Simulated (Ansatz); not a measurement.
The cluster Mg2S2. The state is a quintet with charge 0. Geometry r2SCAN-D4/def2-TZVP; atoms count from 1.

```tsv
atom	x (Å)	y (Å)	z (Å)
Mg1	-0.7193	-0.8796	-1.2736
Mg2	0.7193	0.8796	1.2736
S3	-1.5411	1.1030	0.1086
S4	1.5411	-1.1030	-0.1086
```

At PBE0-D4/def2-TZVP a singlet of charge 0 lies 4.13 eV below the quintet, each at its own geometry. The structure comes from a short search, and lower isomers may exist.

Problem. Estimate the Mulliken populations from the PBE0/def2-TZVP orbitals of Ansatz.

Solution. 
```csv
atom,charge (e),spin (α − β)
Mg1,0.39,0.92
Mg2,0.39,0.92
S3,-0.39,1.08
S4,-0.39,1.08
```
Mulliken values and Mayer orders depend strongly on the basis.

Problem. Where does the spin sit?

Solution. Summed by element: Mg 1.85, S 2.15, of 4 unpaired in all. Largest on single atoms: S3 1.08, S4 1.08, Mg1 0.92.

Problem. And the Mayer bond orders between bonded heavy atoms (over 0.3)?

Solution. Mg1–S3 0.49 (2.55 Å); Mg1–S4 0.49 (2.55 Å); Mg2–S3 0.49 (2.55 Å); Mg2–S4 0.49 (2.55 Å).
